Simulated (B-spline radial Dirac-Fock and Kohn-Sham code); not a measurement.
# What relativity does to the binding energies of Ir²²⁺

System: Ir²²⁺, [Kr] 4d10 4f9.

Both columns are ΔSCF binding energies of the configuration average from a radial B-spline solver: non-relativistic Hartree-Fock with a point nucleus, and Dirac-Fock with a finite nucleus and the Coulomb interaction alone, averaged over the two j levels with weights 2j+1.

```
shell  Hartree-Fock (eV)  Dirac-Fock (eV)  shift (eV)  shift (%)
   1s            70382.1          77150.5    +6768.35      +9.62
   2s            12306.8          14116.9    +1810.12     +14.71
   2p            11821.0          12430.5     +609.42      +5.16
   3s             3370.6           3824.9     +454.35     +13.48
   3p             3143.6           3317.1     +173.49      +5.52
   3d             2725.4           2710.5      -14.94      -0.55
   4s             1175.4           1299.1     +123.73     +10.53
   4p             1076.0           1123.9      +47.87      +4.45
   4d              894.3            893.9       -0.42      -0.05
   4f              660.2            650.3       -9.84      -1.49
```

Relativity binds 1s, 2s, 2p, 3s, 3p, 4s, 4p more strongly, among those listed most of all 2s in relative terms, and 3d, 4d, 4f more weakly, because the contracted s and p shells screen the nucleus better.

Values without a named source are computed, but for edge energies of neutral atoms, which are taken from tables.
